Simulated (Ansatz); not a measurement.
Species: CH5BO3, charge 0, multiplicity 1. 
Geometry from a B3LYP-D3(BJ)/def2-TZVP (Ansatz, a quantum-chemistry and plane-wave program) optimisation:
SMILES: O(B(O)O)C
```xyz
10

C      1.5112    -0.2567     1.1330
O      0.8895     0.3703     0.0153
B     -0.4006     0.0815    -0.3171
O     -0.9788     0.6980    -1.3984
O     -1.1250    -0.8187     0.4185
H      0.9774    -0.0274     2.0570
H      2.5273     0.1286     1.1975
H      1.5420    -1.3404     1.0063
H     -0.3778     1.3077    -1.8373
H     -2.0185    -0.9328     0.0809
```
Charge 0, spin multiplicity 1.

Quantity: atomisation energy (electronic, to ground-state atoms), in kcal/mol. Valence correlation only, unless marked. Open shells are spin-unrestricted. Spin-orbit coupling is left out. Non-relativistic. The coupled-cluster limit lacks core correlation, which all-electron functionals hold. Basis-set limits of correlation are two-point, X^-3; Hartree-Fock from the larger set.

| level | program | atomisation energy (kcal/mol) | minus last row |
|---|---|---|---|
| BLYP/def2-TZVPD | Ansatz | 1006.0 | -9.1 |
| revPBE/def2-TZVPD | Ansatz | 991.8 | -23.3 |
| B3LYP-D4/def2-TZVPD | Ansatz + dftd4 | 1010.9 | -4.2 |
| B3LYP/def2-TZVPD | Ansatz | 1005.4 | -9.7 |
| PBE0-D4/def2-TZVPD | Ansatz + dftd4 | 1010.4 | -4.7 |
| r2SCANh-D4/def2-TZVPD | Ansatz + dftd4 | 1007.9 | -7.2 |
| RPA@PBE/cc-pVTZ | Ansatz | 942.8 | -72.3 |
| MP2/6-31G | Ansatz | 851.8 | -163.3 |
| MP2/aug-cc-pVDZ | Ansatz | 975.5 | -39.6 |
| MP2/cc-pVDZ | Ansatz | 958.9 | -56.2 |
| MP2/CBS(cc-pVTZ,cc-pVQZ) | Ansatz | 1043.8 | 28.7 |
| RI-MP2/cc-pVTZ | Ansatz | 1016.6 | 1.5 |
| SCS-MP2/aug-cc-pVQZ | Ansatz | 1026.0 | 10.9 |
| CCSD/cc-pVDZ | Ansatz | 924.0 | -91.1 |
| CCSD(T)/CBS(aug-cc-pVTZ,aug-cc-pVQZ) | Ansatz | 1015.1 | 0.0 |
